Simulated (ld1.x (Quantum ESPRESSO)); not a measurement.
**O (Z = 8) PAW: all-electron and pseudo phase curves**

- Element: O (Z = 8)
- Generator: ld1.x (Quantum ESPRESSO) 7.5
- Type: PAW
- Functional: PBE
- Relativity: scalar-relativistic
- Frozen core: [He]
- Valence charge: 6
- Reference configuration: 2s2 2p2 (charge +2)
- Partial waves: 2s (bound): rcut 0.75, rcutus 0.90 bohr; 2s channel at -3.5 Ry: rcut 0.75, rcutus 0.90 bohr; 2p (bound): rcut 1.15, rcutus 1.50 bohr; 2p channel at -2.35 Ry: rcut 1.15, rcutus 1.50 bohr
- Local potential: all-electron potential smoothed inside 1.00 bohr (lloc = -1)
- Core correction: a·sin(br)/r model core inside 0.70 bohr
- Augmentation charge: BESSEL, radius 0.85 bohr

The phase is arctan(r·u′/u) with u = r·R(r), unwrapped; energies in Ry, scanned from -6 to 5 Ry. A pole is an energy at which the radial function vanishes at the test radius. The pseudo phase is shifted by a multiple of π to meet the all-electron one at the reference energy, and phase errors are pseudo minus all-electron; the curves can meet again beyond the range given. Levels narrower than the energy grid can be missing from the lists of poles.

Question: For each channel, where are the poles, and over which energies does the pseudopotential scatter like the atom?

Answer:

| channel | radius (bohr) | reference energy (Ry) | poles, all-electron | poles, pseudo | unbroken range about the reference energy with phases within 0.05 rad | phase error 1 Ry above the reference energy (rad) |
| --- | --- | --- | --- | --- | --- | --- |
| s | 1.65 | -4.29 | -3.31 | -3.31 | the whole range | -0.000 |
| p | 1.65 | -3.18 | -2.33 | -2.33 | the whole range | -0.000 |

Phases in the s channel:

```json
{"E (Ry)": "-6.00", "all-electron": "1.048", "pseudo": "1.048"}
{"E (Ry)": "-5.48", "all-electron": "0.838", "pseudo": "0.838"}
{"E (Ry)": "-4.96", "all-electron": "0.194", "pseudo": "0.193"}
{"E (Ry)": "-4.44", "all-electron": "-0.952", "pseudo": "-0.952"}
{"E (Ry)": "-3.92", "all-electron": "-1.388", "pseudo": "-1.388"}
{"E (Ry)": "-3.40", "all-electron": "-1.551", "pseudo": "-1.551"}
{"E (Ry)": "-2.88", "all-electron": "-1.639", "pseudo": "-1.639"}
{"E (Ry)": "-2.36", "all-electron": "-1.699", "pseudo": "-1.700"}
{"E (Ry)": "-1.84", "all-electron": "-1.748", "pseudo": "-1.748"}
{"E (Ry)": "-1.32", "all-electron": "-1.792", "pseudo": "-1.793"}
{"E (Ry)": "-0.80", "all-electron": "-1.838", "pseudo": "-1.838"}
{"E (Ry)": "-0.28", "all-electron": "-1.888", "pseudo": "-1.889"}
{"E (Ry)": "0.24", "all-electron": "-1.948", "pseudo": "-1.949"}
{"E (Ry)": "0.76", "all-electron": "-2.026", "pseudo": "-2.027"}
{"E (Ry)": "1.28", "all-electron": "-2.132", "pseudo": "-2.135"}
{"E (Ry)": "1.80", "all-electron": "-2.291", "pseudo": "-2.295"}
{"E (Ry)": "2.32", "all-electron": "-2.542", "pseudo": "-2.549"}
{"E (Ry)": "2.84", "all-electron": "-2.934", "pseudo": "-2.946"}
{"E (Ry)": "3.36", "all-electron": "-3.423", "pseudo": "-3.438"}
{"E (Ry)": "3.88", "all-electron": "-3.832", "pseudo": "-3.844"}
{"E (Ry)": "4.40", "all-electron": "-4.096", "pseudo": "-4.105"}
{"E (Ry)": "4.92", "all-electron": "-4.261", "pseudo": "-4.268"}
```
